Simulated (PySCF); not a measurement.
# Two-component Hartree-Fock for I²⁺ (iodine, charge +2)

Start: [Kr] 4d10 5s2 5p3; 5p3/2 filled at m_j = -1/2, +1/2, +3/2. Calculated with PySCF 2.14 in x2c-TZVPall-2c (8s9p5d2f, 74 functions): generalised Hartree-Fock with the X2C-1e Hamiltonian and a Gaussian nucleus; one run each with spin-orbit coupling (SO) switched off, then screened by Boettger's factors. This is a chosen level, not necessarily the ground level.

| spinor shell | electrons | ε, spin-free (eV) | ε, screened SO (eV) | weight of nominal j (screened SO) | rms radius, screened SO (bohr) |
| --- | --- | --- | --- | --- | --- |
| 1s1/2 | 2 | -33354.5 | -33350.7 | 1.000 | 0.0311 |
| 2s1/2 | 2 | -5270.3 | -5269.2 | 1.000 | 0.127 |
| 2p1/2 | 2 | -4725.3 | -4933.1 | 1.000 | 0.109 |
| 2p3/2 | 4 | -4725.3 | -4631.6 | 1.000 | 0.115 |
| 3s1/2 | 2 | -1122.6 | -1122.2 | 1.000 | 0.334 |
| 3p1/2 | 2 | -941.76 | -981.94 | 1.000 | 0.327 |
| 3p3/2 | 4 | -941.76 | -923.42 | 1.000 | 0.338 |
| 3d3/2 | 4 | -671.46 | -678.46 | 1.000 | 0.311 |
| 3d5/2 | 6 | -671.46 | -666.39 | 1.000 | 0.314 |
| 4s1/2 | 2 | -231.25 | -231.10 | 1.000 | 0.787 |
| 4p1/2 | 2 | -171.95 | -179.85 | 0.999 | 0.826 |
| 4p3/2 | 4 | -171.95 | -168.24 | 0.999 | 0.855 |
| 4d3/2 | 4 | -82.776 | -83.834 | 0.983 | 0.985 |
| 4d5/2 | 6 | -82.776 | -81.890 | 0.989 | 0.994 |
| 5s1/2 | 2 | -41.323 | -41.281 | 1.000 | 2.03 |
| 5p3/2 | 3 | -30.285 | -30.287 | 0.562 | 2.36 |

```tsv
quantity	spin-free	screened SO
E (hartree)	-7110.65289	-7112.79276
M_J	3/2	3/2
⟨J²⟩	3.751	3.757
⟨L²⟩	0.000	0.150
⟨S²⟩	3.751	3.600
```

Each row is a mean over spinors that exchange with the open shell spreads, by up to 7.714 eV (5s1/2).

Rows whose weight is well below 1 are mixtures of j = l ± 1/2: exchange outweighs spin-orbit coupling there, and the label is only the starting occupation.

Breit and QED terms are absent; they matter most for the inner s and p1/2 levels.

Densities and radii are taken from the X2C orbitals without a picture-change correction, which distorts them close to the nucleus.

Without spin-orbit coupling the j labels of p, d and f shells carry no meaning; the spin-free column gives the mean over the occupied spinors of each nl shell.
